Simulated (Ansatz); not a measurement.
Input file for Ansatz (a first-principles code): U-wB97X-V/cc-pVTZ on C2H6Se (SMILES CC[SeH]), a point of a bond scan (R = 1.199 Å).

Ansatz 0.2 input:
```yaml
crystal:
  periodic: [false, false, false]
  atoms:
    - {symbol: Se, position_ang: [-0.55498298, -0.21214087, 0.55361405]}
    - {symbol: H, position_ang: [-1.52607192, -0.05920117, -0.54272366]}
    - {symbol: C, position_ang: [1.03208518, -0.24790716, -0.62909867]}
    - {symbol: C, position_ang: [1.24880037, 1.03703812, -1.40772409]}
    - {symbol: H, position_ang: [0.93381648, -1.11104940, -1.28408602]}
    - {symbol: H, position_ang: [1.85619480, -0.44343878, 0.05686397]}
    - {symbol: H, position_ang: [1.35416099, 1.97753088, -0.67134863]}
    - {symbol: H, position_ang: [0.41578897, 1.23333108, -2.08443844]}
    - {symbol: H, position_ang: [2.15979709, 0.96633040, -2.00926490]}
basis:
  gaussian:
    orbitals: cc-pVTZ
hamiltonian:
  xc: {name: wB97X-V}
magnetization: {spin_polarized: true, initial_magnetization: 0}
```

The head of its log:

```
WARN ansatz: RAYON_NUM_THREADS=1 ignored (pool sized by the plan → 1); use --threads N
Functional definition: wB97X-V
integrals: 0.13 GiB planned
1099 factors; their error is unknown
integrals: 0.17 GiB planned
256 factors; integrals over basis functions are off by at most 1.9e-5 eV
mean field: 1.63 GiB planned
mean field evaluation 1: about -67514.1997 eV, gradient 2.2e1 eV
mean field evaluation 2: about -67515.1582 eV, gradient 1.7e1 eV
```

Predict the final total energy.

-2481.1958 hartree.
